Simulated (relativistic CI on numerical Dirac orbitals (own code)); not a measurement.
**Mn⁴⁺ in a cubic cluster: 3s photoemission with charge transfer**

Computed with a charge-transfer multiplet model of a cubic metal-ligand cluster with up to 2 ligand holes, Slater and spin-orbit integrals from Dirac-Coulomb-Breit ions, Slater integrals scaled by 0.8. The ground state mixes d3 with configurations of k ligand holes L, whose averages lie at kΔ + k(k − 1)U_dd/2; a core hole lowers each added d electron by U_cd. 20 K, Lorentzian 1.4 eV and Gaussian 0.8 eV FWHM.

Atomic integrals in eV (Slater integrals scaled, ζ unscaled), ground: F2dd 9.878, F4dd 6.215, zeta_d 0.050; with the core hole: F2dd 10.619, F4dd 6.712, zeta_d 0.058, G2cd 10.306.

Cluster parameters (eV): U_dd = 6.3, U_cd = 8.1, 10Dq = 1.9, 10Dq(ligand) = 0.3, V(eg) = 2.65, V(t2g) = -1.32, final-state hopping factor = 0.8.

| Case | n_d | d3 | d4L | d5L2 | S |
| --- | --- | --- | --- | --- | --- |
| Δ = -1.8 eV | 3.97 | 0.22 | 0.58 | 0.19 | 1.50 |
| Δ = -0.8 eV | 3.89 | 0.27 | 0.57 | 0.16 | 1.50 |
| Δ = 0.2 eV | 3.80 | 0.32 | 0.55 | 0.13 | 1.50 |

Weights, n_d and S are thermal averages at 20 K. Binding energies count from the first peak over 30 % of the highest in each spectrum, which can be another peak from case to case. The parameters are a model scan and need not match a compound or its usual spin state. Peaks in eV (height, largest 100):
- Δ = -1.8 eV: 0.0 (100), 4.2 (74), 10.8 (86), 15.1 (17), 18.3 (7), 21.6 (20)
- Δ = -0.8 eV: 0.0 (100), 4.1 (69), 10.6 (82), 14.8 (17), 21.1 (20)
- Δ = 0.2 eV: 0.0 (100), 4.1 (62), 10.3 (79), 14.5 (17), 20.7 (17)

For the case Δ = 0.2 eV, Δ = 0.2 eV is smaller than U_dd = 6.3 eV, the charge-transfer side of the Zaanen-Sawatzky-Allen scheme. With the core hole the configuration with one ligand hole lies at Δ − U_cd = -9.9, -8.9, -7.9 eV from the one without, in the order of the table; where this is negative the screened configuration lies lower.

With at most 2 ligand holes the space is cut while the next configuration still counts, so covalency is underestimated, and a final configuration with one more ligand hole, which can lie low, is missing from the spectra.

Without intra-shell correlation the exchange splitting of the 3s hole comes out too large.
